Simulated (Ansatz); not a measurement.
Br2Ge (SMILES [Br][Ge][Br]) moved off its minimum; all values from Ansatz (a program for electronic structure), cores frozen in correlated methods.
(charge 0, multiplicity 1)
```xyz
3

Ge     0.02541    -0.00766     1.02104
Br     0.95971    -1.51814    -0.52022
Br    -1.00287     1.54042    -0.45782
```

```
level                largest force (eV/Å)  on atom  rms difference from CCSD(T)/aug-cc-pVTZ (eV/Å)  dipole (D)
-------------------  --------------------  -------  ----------------------------------------------  ----------
HF/def2-TZVPP                        0.31      Ge1                                           0.092        2.25
PBE/def2-TZVPP                       0.17      Br2                                           0.053        1.79
r2SCAN/def2-TZVPP                    0.36      Ge1                                           0.124        1.81
B3LYP/def2-TZVPP                     0.20      Br2                                           0.068        2.03
wB97M-V/def2-TZVPP                   0.45      Br3                                           0.187        2.14
MP2/aug-cc-pVTZ                      0.28      Br3                                           0.077        1.91
CCSD(T)/aug-cc-pVTZ                  0.19      Ge1                                           0.000        1.85
```

The differences count from one level among others, with limits of its own. Forces at CCSD(T)/aug-cc-pVTZ (eV/Å):

| atom | Fx | Fy | Fz |
|---|---|---|---|
| Ge1 | -0.098 | 0.151 | -0.054 |
| Br2 | 0.033 | -0.053 | -0.047 |
| Br3 | 0.065 | -0.098 | 0.101 |
